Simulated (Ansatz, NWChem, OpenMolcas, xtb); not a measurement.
# A family of molecules: the atomisation energy (no zero-point term)

One atom is swapped for its congeners: H2CO (formaldehyde) `C=O`; CH2S (methanethial) `C=S`; CH2Se (methaneselone) `C=[Se]`. All are singlets with charge 0.

Shapes, held fixed at every level: PBE0-D4/def2-TZVP. Programs: Ansatz 0.2.0, NWChem 7.3.0, OpenMolcas 26.06, xtb 6.7.1. A level may come from different programs for different species; with the same settings they agree closely. Values in eV.

| level | H2CO | CH2Se |
| --- | --- | --- |
| GFN1-xTB | 25.94 | 19.16 |
| PBE/def2-TZVPP | 16.73 | 13.60 |
| revPBE/def2-TZVPP | 16.19 | 13.13 |
| B3LYP/6-31G* (Cartesian functions) | 16.13 | 13.09 |
| B3LYP/def2-TZVPP | 16.19 | 13.17 |
| PBE0/def2-TZVPP | 16.14 | 13.20 |
| BHLYP/def2-TZVPP | 15.38 | 12.59 |

Problem. Estimate the column for CH2S from its neighbours.

Solution. The mean of the neighbours at BHLYP/def2-TZVPP is 13.98 eV, against 13.45 from the run: the member lies nearer Se. All rows: GFN1-xTB 20.19; PBE/def2-TZVPP 14.45; revPBE/def2-TZVPP 13.99; B3LYP/6-31G* (Cartesian functions) 13.88; B3LYP/def2-TZVPP 14.00; PBE0/def2-TZVPP 14.07; BHLYP/def2-TZVPP 13.45 eV. At BHLYP/def2-TZVPP the atomisation energy falls at every step, from 15.38 to 12.59 eV. Every level shows the same order. Relativity is left out for Se unless named. GFN1-xTB strays far from the other rows. xTB rows lack spin polarisation. Spin-orbit coupling, which grows down the group, is left out (summed over each molecule's free atoms 0.01, 0.03, 0.12 eV).
